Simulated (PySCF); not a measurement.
Below is a simulated gas-phase C 1s photoelectron spectrum of `CC(C)(C)CC#[C][GeH3]`.

Every computed line was given a Gaussian of 1.0 eV full width at half maximum and an area set by the number of equivalent atoms; the highest printed point is 100. Theory: PySCF 2.14.0, delta-SCF UKS SCAN, pcX-2 on the ionised atom, pcseg-1 elsewhere, spin-free X2C.

binding energy (eV), intensity and a bar:
```
    287.9          0 
    288.0          0 
    288.1          0 
    288.2          0 
    288.3          1 
    288.4          1 
    288.5          3 #
    288.6          4 #
    288.7          6 ##
    288.8          9 ###
    288.9         12 ####
    289.0         16 #####
    289.1         21 ######
    289.2         25 ########
    289.3         31 #########
    289.4         37 ###########
    289.5         43 #############
    289.6         51 ###############
    289.7         59 ##################
    289.8         69 #####################
    289.9         78 #######################
    290.0         87 ##########################
    290.1         94 ############################
    290.2         98 ##############################
    290.3        100 ##############################
    290.4         98 #############################
    290.5         94 ############################
    290.6         87 ##########################
    290.7         79 ########################
    290.8         69 #####################
    290.9         60 ##################
    291.0         51 ###############
    291.1         43 #############
    291.2         35 ##########
    291.3         27 ########
    291.4         21 ######
    291.5         16 #####
    291.6         11 ###
    291.7          8 ##
    291.8          5 #
    291.9          3 #
    292.0          2 #
    292.1          1 
    292.2          1 
    292.3          0 
    292.4          0 
    292.5          0
```

Question: How many maxima does the curve show, and how many computed lines lie under it?

Answer: The curve has 1 maximum (at 290.3 eV). Under it lie 5 lines from 5 inequivalent carbon sites. At this width some lines have no maximum of their own.

Question: Decompose the envelope and assign each component. Numbering: `[CH3:1][C:2]([CH3:3])([CH3:4])[CH2:5][C:6]#[C:7][GeH3:8]`.

Answer: 
| position (eV) | relative area | line | atoms | environment |
| --- | --- | --- | --- | --- |
| 289.38 | 1 | C 1s | C7 | alkyne carbon |
| 290.00 | 1 | C 1s | C6 | alkyne carbon |
| 290.27 | 3 | C 1s | C1/C3/C4 | methyl carbon |
| 290.65 | 1 | C 1s | C2 | quaternary sp3 carbon |
| 291.05 | 1 | C 1s | C5 | propargylic carbon |

Question: What are the centre and the root-mean-square width of the whole band?

Answer: The area-weighted mean of the lines is 290.27 eV. Their own spread about it is 0.48 eV (rms) and each Gaussian has σ = 1.0/2.355 = 0.42 eV; the variances add, which gives 0.64 eV.

The listed C 1s values span 1.67 eV, from C7 (bonded to C (triple bond) and Ge) to C5 (bonded to 2 C and 2 H). Summing the Pauling electronegativity differences to the bonded atoms, each weighted by its formal bond order, gives -0.54 for the lowest site and -0.70 for the highest; the largest sum, 0.00, belongs to C2, 0.40 eV below the top. The smallest sum, -1.05, belongs to C1/C3/C4, 0.89 eV above the lowest.

Shake-up satellites, vibrational structure and lifetime widths aren't simulated. Topologically equivalent atoms share the value of their first member; where this conformer doesn't relate them by symmetry, their own values could differ. The unrestricted hole states depart most from a pure doublet (⟨S²⟩ = 0.75; over 0.85 named) for C 1s of C6 (0.87), which makes this value less certain. Geometry: PBE0-D3(BJ)/def2-SVP; no solvent, vibrations or thermal averaging.

Conformer computed: `[CH3:1][C:2]([CH3:3])([CH3:4])[CH2:5][C:6]#[C:7][GeH3:8]`: C1–C2–C5–C6 -60°.
